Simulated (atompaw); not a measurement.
**PBEsol PAW (atompaw) dataset for bromine (Br), scalar-relativistic all-electron reference.**

Input for atompaw 4.2.0.5:

```
Br 35
GGA-PBESOL scalarrelativistic loggrid 1500 logderivrange -7 5 301
4 4 3 0 0 0
4 1 5
0 0 0
c
c
c
v
c
c
v
v
2
1.60 1.35 1.35 1.05
y
-1
n
y
4.2
n
y
-4.35
n
custom rrkj vanderbiltortho besselshape
bessel
1.50
1.60
1.60
1.60
1.00
1.00
PWSCFOUT
UPFDX 0.0125d0 UPFXMIN -7.d0 UPFZMESH 35.d0
END
```

Command:

```bash
atompaw < Br.input > Br.log
```

The program printed (summary file):

```
Completed calculations for Br (AE)

 Exchange-correlation type: GGA, Perdew-Burke-Ernzerhof modified (PBEsol)

 Radial integration grid is logarithmic
 r0 =   2.4221331E-04 h =   8.4774659E-03   n =      1500 rmax =   8.0000000E+01

 Scalar relativistic calculation

 AEatom converged in  34 iterations
   nz     =  35.00
   delta  =       4.401540020293E-16

 All Electron Orbital energies:
  n  l      occupancy      energy
  1  0      2.0000000E+00 -9.7812053E+02
  2  0      2.0000000E+00 -1.2728656E+02
  3  0      2.0000000E+00 -1.7465642E+01
  4  0      2.0000000E+00 -1.4798116E+00
  2  1      6.0000000E+00 -1.1229539E+02
  3  1      6.0000000E+00 -1.2734090E+01
  4  1      5.0000000E+00 -5.7735084E-01
  3  2      1.0000000E+01 -4.9032821E+00

 Total energy
   Total                    :    -5209.37859414551531

 ---
 Completed calculations for Br (SC)

 Exchange-correlation type: GGA, Perdew-Burke-Ernzerhof modified (PBEsol)

 Radial integration grid is logarithmic
 r0 =   2.4221331E-04 h =   8.4774659E-03   n =      1500 rmax =   8.0000000E+01

 Scalar relativistic calculation

 SCatom converged in   4 iterations
   nz     =  35.00
   delta  =       2.879004831884E-17

 Valence Electron Orbital energies:
  n  l      occupancy      energy
   4  0      2.0000000E+00 -1.4798116E+00
   4  1      5.0000000E+00 -5.7735084E-01
   3  2      1.0000000E+01 -4.9032821E+00

 Total energy
   Total                    :    -5209.37859413670594
   Valence                  :     -447.36051100412209

 PAW parameters:
       lmax =            2
         rc =    1.6060328437860341
        irc =         1039
   rc_shape =    1.3555264202170381
    rc_vloc =    1.3555264202170381
    rc_core =    1.0510757422714900
   Vloc: truncated form - Vps(r)=A.sin(qr)/r for r<rc
   Projector type: RRKJ pseudization + Vanderbilt ortho.
   Bessel compensation charge shape zeroed at   1.3555E+00

 Number of basis functions     6
 No.   n  nodes  l      Energy         Cp coeff         Occ
  1    4    3    0   -0.1479812E+01 -0.8572221E+02  0.2000000E+01
  2  999    4    0   -0.1000000E+01 -0.3721781E+02  0.0000000E+00
  3    4    2    1   -0.5773508E+00  0.1905710E+02  0.5000000E+01
  4  999    3    1    0.4200000E+01  0.2455511E+00  0.0000000E+00
  5    3    0    2   -0.4903282E+01 -0.4903473E+02  0.1000000E+02
  6  999    1    2   -0.4350000E+01 -0.1463698E+02  0.0000000E+00

 Eigenvalues of overlap operator (in the basis of projectors):
    1        5.65127447E-02
    2        6.07562326E-02
    3        1.01743892E+00
    4        3.72366247E+01
    5        1.99823464E+02
    6        1.49977788E+03

 Orbital leakage outside PAW augmentation regions
   orb  is_core?  %out_of_sphere
   1 0    T           0.00
   2 0    T           0.00
   3 0    T           0.03
   4 0    F          49.33
   2 1    T           0.00
   3 1    T           0.09
   4 1    F          69.29
   3 2    F           0.68

 Summary of PAW energies
   Total valence energy     :   -447.36055083811505
   Smooth energy            :    166.21170553752836
   One center               :   -613.57225637564341
   Smooth kinetic           :    100.33068762009258
   Vloc energy              :     32.99212819075699
   Smooth exch-corr         :    -20.92718078978395
   One-center xc            :   -159.75170730950811
```

The run took about 7.3 s on one core of a shared server CPU.
